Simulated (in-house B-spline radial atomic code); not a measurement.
Orbital energies and mean radii along the 11-electron series, configuration [Ne] 3s1. The effective charge is n√(-2ε), a non-relativistic measure. Computed with a B-spline radial code for spherical atoms: Dirac-Hartree-Fock, average of the configuration, finite nuclei.

```tsv
ion	Z	energy of 3s1/2 (Eh)	mean radius of 3s1/2 (bohr)	energy of 1s1/2 (Eh)	mean radius of 1s1/2 (bohr)	effective charge of 3s1/2
Rh34+	45	-78.286	0.33663	-931.18	0.03259	37.539
Pd35+	46	-82.688	0.32773	-976.6	0.031817	38.58
Ag36+	47	-87.218	0.31925	-1023.21	0.031075	39.622
Cd37+	48	-91.878	0.31118	-1071	0.030363	40.667
In38+	49	-96.667	0.30347	-1120	0.029679	41.713
Sn39+	50	-101.59	0.2961	-1170.21	0.029022	42.762
Sb40+	51	-106.64	0.28905	-1221.64	0.028389	43.812
Te41+	52	-111.83	0.2823	-1274.31	0.02778	44.865
I42+	53	-117.15	0.27583	-1328.21	0.027193	45.92
Xe43+	54	-122.6	0.26961	-1383.38	0.026626	46.977
Cs44+	55	-128.2	0.26365	-1439.81	0.026079	48.037
Ba45+	56	-133.93	0.25791	-1497.52	0.025551	49.099
La46+	57	-139.8	0.25239	-1556.52	0.02504	50.163
Ce47+	58	-145.81	0.24708	-1616.83	0.024545	51.231
Pr48+	59	-151.96	0.24195	-1678.47	0.024066	52.3
Nd49+	60	-158.26	0.23701	-1741.44	0.023603	53.373
```

(1) How does the screening of 3s1/2 change?

Results:

(1) Z less the effective charge goes from 7.46 at Z = 45 to 6.63 at Z = 60.
